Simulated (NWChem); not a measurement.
# HSF2 cation; SMILES F[SH+]F

```xyz
4

F     -0.4891    -0.0220    -1.2029
S      0.4827    -0.0317     0.0000
F     -0.4891    -0.0220     1.2029
H      0.7424     1.3230     0.0000
```
Atoms are numbered in this order, from 1.

Program: NWChem. All runs use the structure optimised with PBE0/def2-SVP. GIAO values for the isolated, static molecule; σ is the absolute isotropic shielding, δ = σ(reference) − σ with the isolated reference molecule computed at the same levels (19F: trichlorofluoromethane, 1H: tetramethylsilane).

For level LDA (Slater exchange, VWN5)/pcSseg-1:

| Property | Result |
|---|---|
| δ F1 (ppm) | -81.8 |
| σ S2 (ppm) | -212.1 |
| δ H4 (ppm) | 12.13 |

What are these values for level PBE0/pcSseg-2?


- δ F1 (ppm): -69.4
- σ S2 (ppm): -144.2
- δ H4 (ppm): 11.22
